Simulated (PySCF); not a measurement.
## Correlation energy of Ga⁺ (gallium, charge +1)

Starting occupation: [Ar] 3d10 4s2. Calculation: PySCF 2.14, in x2c-TZVPPall-2c with one added diffuse shell each of s, p, d type (7s8p5d1f, 63 functions); X2C-1e with screened-nucleus spin-orbit coupling, Gaussian nucleus. Frozen: [Ar]; 12 electrons correlated; the 6 highest virtual spinors left out.

MP2 pair energies summed by pair of shells (mhartree):

| pair | energy | share (%) |
| --- | --- | --- |
| 3d3/2-3d5/2 | -65.53 | 36.6 |
| 3d5/2-3d5/2 | -44.86 | 25.1 |
| 4s1/2-4s1/2 | -26.44 | 14.8 |
| 3d3/2-3d3/2 | -18.31 | 10.2 |
| 3d5/2-4s1/2 | -14.43 | 8.1 |
| 3d3/2-4s1/2 | -9.45 | 5.3 |

Total MP2 correlation energy: -179.03 mhartree.

```csv
level,correlation energy (mhartree)
CCSD,-179.96
(T),-6.83
CCSD(T),-186.79
```

Diagnostics: T1 = 0.012, largest double amplitude 0.090.

Question: Is a single reference adequate?

Answer: Mostly. T1 lies below 0.03, but a double amplitude of this size points to a near-degeneracy that CCSD handles and MP2 describes poorly.

This basis was not built for core-valence correlation, so the inner-shell part is incomplete.
